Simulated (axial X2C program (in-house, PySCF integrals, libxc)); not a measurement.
Ω levels of NPmN⁻ from open-shell CI on f(δφ)1 s1 f(π)0

Computed with an in-house all-electron X2C program for linear molecules (integrals from PySCF): two-component X2C with atomic mean-field Coulomb and Gaunt terms, basis N dyall-v3z, Pm dyall-v3z (cores contracted in-house). Orbitals come from Hartree–Fock averaged over the configuration Pm f(δφ)1 s1 f(π)0; CI then distributes these electrons over the f(δφ), s, f(π) shells of Pm.

N–Pm–N held linear, both bonds 1.642 Å (near the minimum of the configuration average).

Active spinors (ω > 0):

```
shell    ω  ε (eV)           character
f(δφ)  5/2    6.74           100% Pm f
f(δφ)  3/2    6.98            99% Pm f
f(δφ)  7/2    7.21           100% Pm f
f(δφ)  5/2    7.47           100% Pm f
    s  1/2    2.08  83% Pm s, 12% Pm d
 f(π)  1/2    9.11            89% Pm f
 f(π)  3/2    9.14            94% Pm f
```

Lowest levels of this model:

```json
{"Ω": "2", "energy (cm⁻¹)": "0", "g∥": "2.13", "configuration": "100% f(δφ)1 s1"}
{"Ω": "3", "energy (cm⁻¹)": "63", "g∥": "6.13", "configuration": "100% f(δφ)1 s1"}
{"Ω": "4", "energy (cm⁻¹)": "3979", "g∥": "10.00", "configuration": "100% f(δφ)1 s1"}
{"Ω": "3", "energy (cm⁻¹)": "4053", "g∥": "6.00", "configuration": "100% f(δφ)1 s1"}
{"Ω": "1", "energy (cm⁻¹)": "6737", "g∥": "0.02", "configuration": "100% f(δφ)1 s1"}
{"Ω": "2", "energy (cm⁻¹)": "6793", "g∥": "4.03", "configuration": "100% f(δφ)1 s1"}
{"Ω": "3", "energy (cm⁻¹)": "9970", "g∥": "7.87", "configuration": "100% f(δφ)1 s1"}
{"Ω": "2", "energy (cm⁻¹)": "10024", "g∥": "3.87", "configuration": "100% f(δφ)1 s1"}
```

g∥ is the magnitude of 2⟨Lz + ge Sz⟩ for the +Ω component.

Question: From Ω and g∥ of the lowest level, whose 2⟨Lz + ge Sz⟩ is positive, find ⟨Sz⟩ and ⟨Lz⟩ (ge = 2.0023).

Answer: Ω = ⟨Lz⟩ + ⟨Sz⟩ = 2 and ⟨Lz⟩ + ge⟨Sz⟩ = 1.065, so ⟨Sz⟩ = -0.93 and ⟨Lz⟩ = 2.93.

Occupations of the active spinors in the lowest level by ω, shell by shell in order of energy: -7/2: 0.00; -5/2: 0.00 0.00; -3/2: 0.00 0.00; -1/2: 1.00 0.00; 1/2: 0.00 0.00; 3/2: 0.00 0.00; 5/2: 0.97 0.03; 7/2: 0.00. The leading determinant has weight 0.96 among 10.

This point took 5.2 s on 1 thread of Arm Neoverse N1, on a shared host.

There is no dynamic correlation: spin–orbit spacings and, for f shells, spacings inside one term are the most reliable numbers, splittings between terms come out too wide, and energies between configurations are not reliable, so the lowest level need not be the ground state of the molecule. At most 6 roots were kept for each Ω > 0 (twice that for Ω = 0) within 3.5 eV of the lowest, so higher up levels can be missing between those listed; levels with Ω > 0 are doubly degenerate and listed once, Ω = 0 levels singly. States that fill the shells left empty in the average are placed too high. For an anion, levels above electron detachment are held by the basis set. The molecule was held linear; bending was not examined.
